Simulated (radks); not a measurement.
Results of a calculation; reference values are marked as such.
Coulomb parameter of the 4d shell of the niobium ion Nb3+ in the model configuration [Kr] 4d1 5s1, as a second difference U = [E(n + 0.5) + E(n - 0.5) - 2 E(n)] / (0.5)^2 with all orbitals relaxed. "Bare": the charge of the atom changes with n. "Screened": the 5s shell takes up the change at fixed total charge, which measures U(4d,4d) + U(5s,5s) - 2 U(4d,5s). Level of theory: Dirac Kohn-Sham, PBEsol, spin-unpolarised, spherical densities, finite nucleus; open shells are shared between the two j in proportion to 2j + 1; Fermi nuclear charge, rms radius 4.324 fm (a radial shooting solver on a logarithmic mesh with Libxc functionals).

| case | configuration | E - E(n) (eV) |
|---|---|---|
| start | [Kr] 4d1 5s1 | 0.000 |
| bare +0.5 | [Kr] 4d1.5 5s1 | -15.328 |
| bare -0.5 | [Kr] 4d0.5 5s1 | 18.468 |
| screened +0.5 | [Kr] 4d1.5 5s0.5 | -3.071 |
| screened -0.5 | [Kr] 4d0.5 5s1.5 | 3.405 |

U(bare) = 12.561 eV, U(screened by 5s) = 1.333 eV.
